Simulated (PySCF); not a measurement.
**[Bi(BH4)2]+ relaxed at several levels**

Computed with PySCF 2.14.0, def2-SVP on the ligands, density fitting, scalar-relativistic core potentials, no spin-orbit coupling, vacuum. Each row is relaxed at its own level from the same template. Distances are means of the shortest metal–ligand contacts, charges and spins Mulliken's; removal energies are rigid, with the ligand's formal charge and no counterpoise, so too large; for an anion taken off a cation in vacuum most of it is the attraction of opposite charges, and multiply charged cations can part far more cheaply with an electron moved from ligand to metal.

```tsv
level	basis on the metal	point group	M–BH4 (Å)	charge on M (e)	HOMO–LUMO gap (eV)	removal of one BH4 (eV)	strongest infrared band, degenerate modes summed (cm⁻¹)	unstable modes (below −25 cm⁻¹)
PBE	def2-SVP with ECP60	C2, nearly C2v	2.111	0.84	3.30	14.61	1973	0
```

Problem. What does the calculation give for PBE0, def2-SVP with ECP60?

Solution. point group: C2, M–BH4 (Å): 2.046, charge on M (e): 0.89, HOMO–LUMO gap (eV): 5.35, removal of one BH4 (eV): 14.65, strongest infrared band, degenerate modes summed (cm⁻¹): 1965, unstable modes (below −25 cm⁻¹): 0.
```xyz
11

Bi    0.0000    0.0000   -0.4994
B     2.0060   -0.0502    0.8365
H     2.2651   -0.0266    2.0159
H     1.1405   -1.0413    0.8424
H     2.8056   -0.2019   -0.0544
H     1.3538    1.0648    0.6821
B    -2.0060    0.0502    0.8365
H    -2.2651    0.0266    2.0159
H    -1.1405    1.0413    0.8424
H    -2.8056    0.2019   -0.0544
H    -1.3538   -1.0648    0.6821
```

One start shape was tried for each, so a minimum needn't be the lowest isomer.
